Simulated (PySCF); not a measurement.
# One molecule, several mistakes: AlBCH7Si

Calculated results; nothing here was measured. They come from PySCF 2.14.0, an open-source quantum chemistry program, on an isolated molecule that a program drew, which may never have been made. The molecule is AlBCH7Si (charge 0, doublet), drawn as the SMILES string `B[SiH][CH2][AlH2]`.

Each row is a Hartree-Fock (HF) and frozen-core CCSD(T) single point in the cc-pV(D+d)Z basis, meant for a local HF minimum. Run 1 is clean. Each other run has one planted mistake out of seven kinds, and not every kind appears here: one electron removed, one electron added, multiplicity raised by two, geometry at a saddle point, minimal basis STO-3G, one bond length entered in bohr, all coordinates scaled. The reference is restricted for singlets and unrestricted otherwise, and also for a bond in bohr. Adding or removing an electron swaps singlet and doublet. Electrons count all cores. HOMO and LUMO are orbital energies over both spins, the gradient is its largest component, and the lowest frequency (negative if imaginary) is given only where the gradient is small. Bond lengths are over the 10 bonds as drawn. T1 is the CCSD diagnostic: over 0.02 (restricted) or 0.045 (unrestricted) a single reference is doubtful.

Geometry of the clean run:
```xyz
11
AlBCH7Si, angstrom
B    -0.5519    2.0012    0.5329
Si   -0.0600    0.4413    1.5665
C     0.2137   -1.2585    0.8249
Al   -0.0413   -1.3434   -1.1284
H    -0.6941    1.8951   -0.6601
H    -0.7197    3.0730    1.0420
H     0.1306    0.4933    3.0335
H     1.2324   -1.5780    1.0818
H    -0.4730   -1.9569    1.3212
H     1.1893   -1.1022   -2.0900
H    -1.4651   -1.6945   -1.7174
```

```
run  electrons  basis functions  <S^2>  HOMO (eV)  LUMO (eV)  gradient (hartree/bohr)  lowest frequency (cm^-1)  mean bond (Å)  longest bond (Å)      T1  HF (hartree)  CCSD(T) (hartree)               mistake
  1         45              109  0.761      -8.01       0.72                  3.8e-05                        54         1.5023             1.972  0.0130    -597.42183         -597.87994              no fault
  2         45               35  0.759      -5.05       5.59                  4.0e-02                         -         1.5023             1.972  0.0162    -590.39867         -590.61152  minimal basis STO-3G
  3         46              109  0.000      -0.89       5.09                  4.6e-02                         -         1.5023             1.972  0.0147    -597.42355         -597.92484    one electron added
  4         44              109  0.000     -15.30      -6.38                  6.3e-02                         -         1.5023             1.972  0.0113    -597.15801         -597.59441                     ?
  5         45              109  0.759      -8.19       0.75                  5.5e-02                         -         1.4046             1.843  0.0113    -597.37890         -597.83189                     ?
```

**Which mistake was planted in run 4, and what did it cost?**

It counts 44 electrons, one fewer than the clean run, at the same geometry and basis. So the mistake is: one electron removed. Subtracting run 1 and multiplying by 627.51 kcal/mol a hartree, the energy moved by 165.5 kcal/mol in HF and 179.2 kcal/mol in CCSD(T).

**Which mistake was planted in run 5, and what did it cost?**

The mean and the longest bond both change by the same factor, 0.935, and the gradient is no longer small. So the mistake is: all coordinates scaled. Subtracting run 1 and multiplying by 627.51 kcal/mol a hartree, the energy moved by 26.9 kcal/mol in HF and 30.2 kcal/mol in CCSD(T).

